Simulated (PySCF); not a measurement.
This PySCF input asks for the NMR shieldings of `C[S+](C)[BH2-][C@@H]1C[C@H]1F`, C$_{5}$H$_{12}$BFS; the geometry comes from GFN2-xTB.

```python
import basis_set_exchange as bse
import numpy as np
from pyscf import gto, dft
from pyscf.prop import nmr

atoms = """
C    -1.866868   -1.624459   -0.576191
S    -1.500783   -0.584164    0.871825
C    -1.821481    1.043162    0.124134
B     0.491489   -0.668347    1.009582
C     1.130773   -0.157041   -0.366831
C     2.567859    0.314680   -0.426542
C     1.452331    1.283997   -0.599818
F     1.231995    1.810432   -1.855515
H    -1.548165   -2.632516   -0.334127
H    -2.935642   -1.606160   -0.764045
H    -1.322025   -1.261202   -1.440497
H    -1.215676    1.169422   -0.766416
H    -2.877781    1.119789   -0.113315
H    -1.553200    1.790538    0.863035
H     0.710175    0.037858    1.937351
H     0.668471   -1.820701    1.229499
H     0.840495   -0.675384   -1.278510
H     3.134514    0.362201    0.490385
H     3.153181    0.063736   -1.298612
H     1.255190    2.044839    0.145520
"""
names = dict.fromkeys(["C", "S", "B", "F", "H"], "pcSseg-1")
basis = {el: gto.basis.parse(bse.get_basis(n, elements=[el], fmt="nwchem")) for el, n in names.items()}
mol = gto.M(atom=atoms, basis=basis, charge=0, verbose=0)
mf = dft.RKS(mol, xc="PBE0")
mf.grids.level = 2
mf.grids.alignment = dft.numint.BLKSIZE   # the property module wants whole blocks of grid points
mf.conv_tol = 1e-9
mf.kernel()

calc = nmr.RKS(mf)   # GIAO
C = mf.mo_coeff
Co = C[:, mf.mo_occ > 0]
resp = mf.gen_response(singlet=True, hermi=2)
def vind(x):   # induced exchange potential for any number of trial vectors
    d = np.einsum("pi,xij,qj->xpq", C, 2 * x.reshape(-1, C.shape[1], Co.shape[1]), Co, optimize=True)
    return np.einsum("xpq,pi,qj->xij", resp(d - d.transpose(0, 2, 1)), C, Co, optimize=True).ravel()
mo1, _ = nmr.rhf.solve_mo1(calc, with_cphf=vind)
sigma = calc.kernel(mo1)
for i, s in enumerate(sigma):   # ppm
    w = np.linalg.eigvalsh((s + s.T) / 2)
    print("%2d %-2s iso %8.1f  s11 %8.1f  s22 %8.1f  s33 %8.1f" % (i, mol.atom_pure_symbol(i), w.mean(), *w))
```

**Question.** What are the results?

**Answer.** 
```
 0 C  iso    160.4  s11    138.6  s22    154.6  s33    188.1
 1 S  iso    513.9  s11    402.4  s22    484.7  s33    654.4
 2 C  iso    161.1  s11    142.4  s22    155.6  s33    185.4
 3 B  iso    118.6  s11    100.6  s22    119.0  s33    136.2
 4 C  iso    179.7  s11    144.5  s22    177.3  s33    217.3
 5 C  iso    175.6  s11    150.1  s22    166.0  s33    210.7
 6 C  iso    105.0  s11     46.0  s22     78.7  s33    190.2
 7 F  iso    402.8  s11    336.0  s22    409.2  s33    463.3
 8 H  iso     29.7  s11     24.8  s22     26.3  s33     37.9
 9 H  iso     29.6  s11     24.5  s22     26.7  s33     37.5
10 H  iso     29.3  s11     23.9  s22     30.0  s33     34.0
11 H  iso     28.8  s11     23.2  s22     29.2  s33     34.1
12 H  iso     29.7  s11     24.4  s22     27.2  s33     37.5
13 H  iso     29.7  s11     25.2  s22     26.4  s33     37.4
14 H  iso     30.3  s11     25.5  s22     31.3  s33     34.2
15 H  iso     29.4  s11     24.4  s22     29.8  s33     33.9
16 H  iso     31.5  s11     24.5  s22     32.0  s33     38.1
17 H  iso     31.4  s11     25.2  s22     28.3  s33     40.7
18 H  iso     30.6  s11     24.9  s22     27.7  s33     39.3
19 H  iso     27.5  s11     24.1  s22     27.3  s33     31.2
```

These numbers come from an equivalent density-fitted implementation of the same equations, which agrees with the script to about 0.01 ppm for H and up to a few tenths of a ppm for heavy atoms, so last digits may differ.

Size and cost of the density-fitted run: 203 basis functions, 48 s wall time on 1 thread of an Arm Neoverse V2, shared host; peak memory 0.92 GiB.
